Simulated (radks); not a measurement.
All-electron atom: Tc+ in [Kr] 4d5 5s1 (the NIST ground configuration). Calculated with a radial shooting solver on a logarithmic mesh with Libxc functionals: scalar-relativistic Kohn-Sham, LDA (Slater exchange, Perdew-Wang correlation), spin-unpolarised, spherical densities, finite nucleus; Fermi nuclear charge, rms radius 4.4112 fm. Some entries of the table are withheld. Estimate them.

orbital,occ.,eigenvalue (eV),<1/r> (bohr^-1)
1s,2,-20847.35,44.65
2s,2,-2981.585,(1)
2p,6,(2),9.789
3s,2,-525.0578,3.474
3p,6,-423.1996,3.309
3d,10,-257.7839,3.081
4s,2,(3),1.297
4p,6,-53.0458,1.153
4d,5,-14.3066,0.8036
5s,1,-11.7187,0.4264

Answer. 
(1) 2s <1/r> (bohr^-1): 10.07
(2) 2p eigenvalue (eV): -2671.314
(3) 4s eigenvalue (eV): -81.0259
